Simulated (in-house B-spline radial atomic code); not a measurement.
Multiplet parameters of the 2p3 shell in Ni²¹⁺ ([He] 2s2 2p3). Computed with a B-spline radial code for spherical atoms: non-relativistic Hartree-Fock, average of configuration, point nucleus.

Slater integrals: F^2 = 474769 cm⁻¹. Central-field spin-orbit parameter ζ(2p) = 105700 cm⁻¹ (bare central field on non-relativistic orbitals, without two-electron terms: too large for light atoms, too small for heavy ones).

With F₂ = F^2/25 = 18991 cm⁻¹:

Q: Where do the terms lie in LS coupling, without spin-orbit interaction?

A: In cm⁻¹ above the Hund's-rule term:
| term | expression | energy |
| --- | --- | --- |
| 4S | 0 F₂ | 0 |
| 2D | 9 F₂ | 170917 |
| 2P | 15 F₂ | 284861 |

Q: How far can these numbers be trusted?

A: Unscaled Hartree-Fock integrals overestimate measured term splittings, because correlation screens the repulsion; fits to spectra scale them down, most for low charges. Here ζ is 5.56 times F₂, so spin-orbit coupling rivals the gaps between some terms: low levels can stay fairly pure, while close terms of equal J mix strongly.
